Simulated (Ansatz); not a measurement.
`[F][Al]([Cl])[GeH3]` → Al• + Cl• + F• + Ge• + 3 H•  (atomization)

Calculated with Ansatz (gas phase, PBE0-D4/def2-TZVP geometries, no zero-point term in ΔE). CBS: MP2 limit from def2 TZ/QZ plus the TZ coupled-cluster correction, frozen cores. This one scheme is used for every species, atoms too. Functionals use def2-TZVPP. B3LYP here is the variant with VWN-RPA as its local correlation; programs differ in this. HSE06 is defined as in plane-wave codes. Open shells (•) are unrestricted, without spin–orbit coupling. Spin–orbit coupling would lower the free atoms: a little for Al, Cl, F; clearly for Ge. For Ge outer-core shells are correlated without core-valence functions, so the limit isn't a true one: a few kJ/mol of doubt a bond, and 10 to 20 or more in all where bonds break to atoms. Scalar relativity is left out up to krypton.

`[F][Al]([Cl])[GeH3]`:

Cartesian coordinates in Å:
```
F 0.395 -0.278 2.576
Al -0.539 -0.056 1.240
Cl -2.594 0.135 1.550
Ge 0.505 0.035 -0.978
H 1.270 -1.267 -1.262
H 1.510 1.197 -1.047
H -0.547 0.234 -2.078
```

```
             level  ΔE (kJ/mol)  difference from CCSD(T)/CBS
       LDA (SPW92)       2387.3                        237.9
            PBE-D4       2117.6                        -31.8
         revPBE-D4       2064.8                        -84.6
         r2SCAN-D4       2144.8                         -4.6
            B97M-V       2164.2                         14.8
           PBE0-D4       2095.4                        -54.0
          B3LYP-D4       2099.3                        -50.1
        r2SCANh-D4       2129.9                        -19.5
        r2SCAN0-D4       2108.8                        -40.6
          HSE06-D4       2095.3                        -54.1
          BHLYP-D4       2062.7                        -86.7
      CAM-B3LYP-D4       2120.4                        -29.0
           ωB97X-V       2143.2                         -6.2
           ωB97M-V       2120.5                        -28.9
            B2PLYP       2094.7                        -54.7
          PBE-QIDH       2110.8                        -38.6
               PBE       2103.4                        -46.0
              BLYP       2055.2                        -94.2
            r2SCAN       2141.5                         -7.9
              PBE0       2083.1                        -66.3
             B3LYP       2076.1                        -73.3
           r2SCANh       2126.2                        -23.2
           r2SCAN0       2104.7                        -44.7
             BHLYP       2041.5                       -107.9
         CAM-B3LYP       2107.5                        -41.9
           LC-ωPBE       2110.4                        -39.0
       HF/def2-SVP       1600.0                       -549.4
      MP2/def2-SVP       2026.3                       -123.1
     CCSD/def2-SVP       1977.2                       -172.2
  CCSD(T)/def2-SVP       1995.0                       -154.4
     HF/def2-TZVPP       1607.7                       -541.7
    MP2/def2-TZVPP       2128.7                        -20.7
SCS-MP2/def2-TZVPP       2107.1                        -42.3
   CCSD/def2-TZVPP       2065.5                        -83.9
CCSD(T)/def2-TZVPP       2094.4                        -55.0
    MP2/def2-QZVPP       2161.7                         12.3
SCS-MP2/def2-QZVPP       2144.3                         -5.1
      HF/CBS(def2)       1612.7                       -536.7
     MP2/CBS(def2)       2183.6                         34.2
    CCSD/CBS(def2)       2120.4                        -29.0
       CCSD(T)/CBS       2149.4                            0
```

Largest T1 diagnostic among the species: 0.018.

From BLYP to BHLYP (50 % exact exchange), in def2-TZVPP and without D4, ΔE moves by −13.7 kJ/mol: exact exchange takes away binding that semilocal exchange gives to molecules. Leaving LDA and LC-ωPBE aside and taking each functional with its dispersion term where it has one, the values spread over 101.5 kJ/mol, from BHLYP-D4 to B97M-V. LDA lies +283.9 kJ/mol from PBE without D4, its usual overbinding. In def2-TZVPP, CCSD(T) changes the Hartree–Fock value by +486.7 kJ/mol (the triples alone add +29.0 kJ/mol) and MP2 by +520.9 kJ/mol; breaking electron pairs costs correlation energy, which Hartree–Fock lacks.

For atomizations the MP2-based limit and the directly extrapolated one differ by several kJ/mol either way, and by 10 to 25 for some Ge, Se and Sn compounds, so smaller differences from it don't rank the levels.
